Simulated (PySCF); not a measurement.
## Ionisation energy of Ru by level of theory

Ru [Kr] 4d7 5s1 (5F) → Ru⁺ [Kr] 4d7 (4F), as a difference of total energies. Calculation: PySCF 2.14, in x2c-SVPall (6s5p5d1f, 53 functions); the spin-free X2C one-electron Hamiltonian (Gaussian nucleus). Correlated levels: valence: [Kr] frozen. The calculations carry no spin-orbit coupling.

```tsv
method	ionisation energy (eV)	error (eV)
UHF	6.303	-1.062
LDA	8.020	+0.655
M06-L	7.119	-0.246
MP2 (valence)	6.844	-0.521
SCS-MP2 (valence)	6.680	-0.685
```

Reference: 7.365 eV (measured; NIST levels, between the centres of gravity of the two terms).

Errors of the correlated levels include the incompleteness of this basis and the frozen core.
